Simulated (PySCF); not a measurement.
Dipole response of F⁻ (fluorine, charge -1)

[Ne], closed-shell 1S. Computed with PySCF 2.14 in dyall-acv3z, with the non-relativistic Hamiltonian (point nucleus). Coupled (time-dependent) response in atomic units; α is the mean over directions.

```json
{"method": "UHF", "mean α (bohr³)": "7.255", "C₆ (like pair)": "26.22", "S(−4)": "35.13"}
{"method": "PBE0", "mean α (bohr³)": "9.372", "C₆ (like pair)": "34.75", "S(−4)": "74.77"}
```

S(−4) is the Cauchy moment in α(ω) = α(0) + S(−4) ω² + …

α(iu) at UHF:

```tsv
u (hartree)	α(iu) (bohr³)
0	7.255
0.0500	7.169
0.100	6.932
0.200	6.209
0.300	5.450
0.500	4.267
0.750	3.271
1.00	2.565
1.50	1.652
2.00	1.130
3.00	0.6161
5.00	0.2646
```

A single London oscillator, α(iu) = α/(1 + u²/ω²), gives C₆ = (3/4) ω α². Matching the computed C₆ needs ω = 4 × 26.22 / (3 × 7.255²) = 0.664 hartree.

For an ion, C₆ is the dispersion term alone; charge-induced terms of lower order in 1/R come first.
